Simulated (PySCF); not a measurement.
SiBr2Cl2, SMILES Br[Si](Cl)(Br)Cl.

The structure is a stationary point at B3LYP-D3(BJ)/def2-SVP.

These are HF/def2-TZVP in PySCF values and carry that method's errors.

Isolated molecule, no solvent.

Computed frontier levels, gap, dipole moment and polarisability:
| Item | Result |
|---|---|
| highest occupied level | -11.79 eV |
| lowest empty level | 2.28 eV |
| orbital gap | 14.08 eV |
| dipole moment | 0.031 e·Å |
| quadrupole, principal values (traceless, Buckingham form, about the centre of nuclear charge) | -0.83, -0.13, 0.95 D·Å |
| mean static polarisability | 79.0 bohr³ (11.70 Å³) |
| polarisability, principal values | 74.1, 78.5, 84.2 bohr³ |
